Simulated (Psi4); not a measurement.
Pair of molecules, SMILES C with SMILES [H][H] (the first has 5 atoms); geometry from B3LYP-D3(BJ)/def2-TZVP, rigid monomers moved along the line of their centres of mass till C1···H7 is 3.56 Å.
(charge 0, multiplicity 1):
| atom | x (Å) | y (Å) | z (Å) |
|---|---|---|---|
| C | -0.0199 | 0.0148 | -0.1340 |
| H | -0.0440 | 0.0299 | -1.2229 |
| H | -1.0370 | -0.0517 | 0.2502 |
| H | 0.5537 | -0.8472 | 0.2041 |
| H | 0.4477 | 0.9285 | 0.2309 |
| H | 0.0670 | -0.0494 | 4.1724 |
| H | 0.0510 | -0.0387 | 3.4287 |

Calculation: Psi4 1.11 with SAPT0/jun-cc-pV(D+d)Z.

Q: Give the four SAPT terms and the total, and say what mostly holds the pair together.

A: electrostatics -1.9, exchange 3.2, induction -0.3, dispersion -4.9, total -3.9 meV; the largest attraction is dispersion.
